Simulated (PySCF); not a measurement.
Isomers of C2H3B. All species are isolated molecules in the gas phase. Strings in code marks are SMILES.

The S1–T1 gap (TDA) from two functionals at the same geometries (PBE0-D3(BJ)/def2-TZVP), both in PySCF: PBE-D3(BJ)/def2-TZVP and PBE0-D3(BJ)/def2-TZVP. Excitations are Tamm–Dancoff values on a coarser integration grid. The basis has no diffuse functions, so Rydberg states are missing or too high.

| species | PBE-D3(BJ)/def2-TZVP (eV) |
|---|---|
| `B1C=C1` | 0.69 |
| `B=C=C` | 0.46 |
| `BC#C` | 0.36 |

**Question.** What does PBE0-D3(BJ)/def2-TZVP give for each?

**Answer.** 
- `B1C=C1`: 0.72
- `B=C=C`: 0.48
- `BC#C`: 0.40
Over these rows, drawn at random from the members with no instability flagged (it was tested for open shells, ions and some series alone), PBE minus PBE0-D3(BJ): mean -0.03 eV, from -0.04 eV to -0.02 eV.
